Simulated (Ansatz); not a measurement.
All numbers were calculated with Ansatz.

Basis-set series for ClH$_{2}$NZn, SMILES `[NH2][Zn][Cl]`. Total charge 0; spin multiplicity 1. The structure was optimised at the PBE0-D4/def2-TZVP level. It is one conformer, not always the lowest.

```
functional       basis  functions  energy (Eh)  HOMO (eV)  LUMO (eV)
   PBE0-D4    def2-SVP         73  -2294.70096      -6.89      -0.60
   PBE0-D4  def2-TZVPP        165  -2295.19370      -7.39      -0.90
   ωB97M-V    def2-SVP         73  -2295.02053      -9.23       0.88
   ωB97M-V  def2-TZVPP        165  -2295.51431      -9.76       0.66
```

Give the rows for def2-QZVPP. (An estimate is asked.)

The calculation gave: 
```csv
functional,basis,functions,energy (Eh),HOMO (eV),LUMO (eV)
PBE0-D4,def2-QZVPP,287,-2295.25632,-7.44,-1.02
ωB97M-V,def2-QZVPP,287,-2295.57470,-9.82,0.33
```

Positive LUMOs are unbound and depend on the basis. Scalar relativity is left out up to krypton.
